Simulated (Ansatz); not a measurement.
A structure relaxed at PBE0-D4/def2-TZVP, charge 0, multiplicity 1:

```tsv
atom	x (Å)	y (Å)	z (Å)
O1	0.179	-1.910	-0.224
C2	0.289	-0.791	-0.675
Al3	-0.244	0.703	0.566
F4	-0.125	2.258	0.030
H5	0.668	-0.671	-1.718
H6	-0.766	0.411	2.020
```

Give its formula and SMILES.

CH2AlFO, `O=[CH][AlH][F]`.

Point group (tolerance 0.08 Å, 0.16 Å for H)?

Cs.

Summarise the bond lengths by kind.

1 × C–O 1.211 Å; 1 × Al–C 2.014 Å; 1 × C–H 1.117 Å; 1 × Al–F 1.650 Å; 1 × Al–H 1.572 Å.

Results of the Gaussian-basis code of Ansatz.
